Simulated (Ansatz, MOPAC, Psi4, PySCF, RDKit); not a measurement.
Pair of molecules: CH4 (SMILES C) (first 5 atoms) with CH3Cl (SMILES CCl); geometry from B3LYP-D3(BJ)/def2-TZVP, rigid monomers moved along the line of their centres of mass till H3···Cl7 is 4.27 Å.
(charge 0, multiplicity 1):
```xyz
10

C      0.08601     0.02346    -0.02055
H      1.15752    -0.17340     0.00100
H     -0.19273     0.62392     0.84378
H     -0.16275     0.56100    -0.93449
H     -0.45703    -0.92108     0.00033
C      0.83940    -0.79837     4.67669
Cl    -0.06265     0.69053     5.11310
H      1.75481    -0.50643     4.17141
H      1.06174    -1.34129     5.59026
H      0.21578    -1.39397     4.01754
```

Counterpoise-corrected where a basis set is named; no monomer relaxation. Rows marked so take none. RDKit's UFF carries no charges.

Cores are frozen in the correlated methods. Rows in 3-21G carry no dispersion term and start afresh at each structure. The state reached by AM1 isn't checked.

The values were computed with Ansatz (an electronic-structure program) with Gaussian orbitals; MOPAC for AM1 (differences of heats of formation); Psi4 for SAPT; PySCF for 3-21G rows, the dispersion terms; RDKit for the force fields. Values without a source in brackets are computed.

```csv
level,interaction energy (meV)
UFF,-15.3
AM1,0.0
HF/3-21G (no counterpoise),-5.2
r2SCAN-D3(BJ)/def2-TZVPPD,-14.4
B3LYP/def2-TZVPPD,1.3
PBE0/def2-TZVPPD,-6.5
wB97M-V/def2-TZVPPD,-14.0
CCSD(T)/aug-cc-pV(D+d)Z,?
SAPT0/jun-cc-pV(D+d)Z,?
```

Question: Some entries are withheld; supply them.

Answer: 
- CCSD(T)/aug-cc-pV(D+d)Z, interaction energy (meV): -13.3
- SAPT0/jun-cc-pV(D+d)Z, interaction energy (meV): -9.6
